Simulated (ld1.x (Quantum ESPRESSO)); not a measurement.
# titanium (Ti), TM: configuration errors across variants

ld1.x (Quantum ESPRESSO) 7.5 input, shortened:

```
&input
   title='Ti', zed=22., rel=1, dft='PZ', iswitch=3,
   config='[Ar] 3d2 4s1.5 4p0'
 /
 &inputp
   pseudotype=2, tm=.true., lloc=0,
   nlcc=.false.
 /
3
3P  2  1   6.00   0.00  1.40  1.40  0.0
3D  3  2   2.00   0.00  1.35  1.35  0.0
4S  1  0   1.50   0.00  2.20  2.20  0.0
 &test
   configts(1)='3p6 3d2 4s1.5 4p0'
 /
```

All-electron excitation energies from the reference (eV): (1) 3p6 3d2 4s2 4p0 -3.016; (2) 3p6 3d2 4s1 4p0 4.519; (3) 3p6 3d2 4s0 4p0 18.319; (4) 3p6 3d2.5 4s1.5 4p0 -2.693; (5) 3p6 3d2 4s0 4p2 3.418; (6) 3p6 3d0 4s0 4p0 89.044; (7) 3p5 3d2 4s2 4p0 42.492; (8) 3p6 3d2 4s1.5 4p0 spin -0.864; (9) 3p6 3d2 4s2 4p0 spin -3.687.

Spin tests fill each open shell by Hund’s rule, majority spin first.

1 further variants failed, have other tests or too few solved ones, and are left out.

Errors AE − PS in meV (a dash: test not solved or not reliable):

```tsv
change	(1)	(2)	(3)	(4)	(5)	(6)	(7)	(8)	(9)	bound ghosts
base	+0.2	-0.5	-9.8	-25	-1248	-368	-314	+174	+165	none
core correction a·sin(br)/r model core inside 0.94 bohr	–	–	-19	-26	-1251	-579	-342	+48	+48	none
core correction a·sin(br)/r model core inside 1.08 bohr	0.0	-0.9	-19	-26	-1251	-573	-340	+56	+56	none
core correction a·sin(br)/r model core inside 1.28 bohr	0.0	–	-19	–	-1251	-559	-335	+78	+77	none
```

Q: Give the same row for: core correction a·sin(br)/r model core inside 0.64 bohr.

A: 0.0, -0.9, -19, -27, -1251, -588, –, +30, +31; bound ghosts: none.
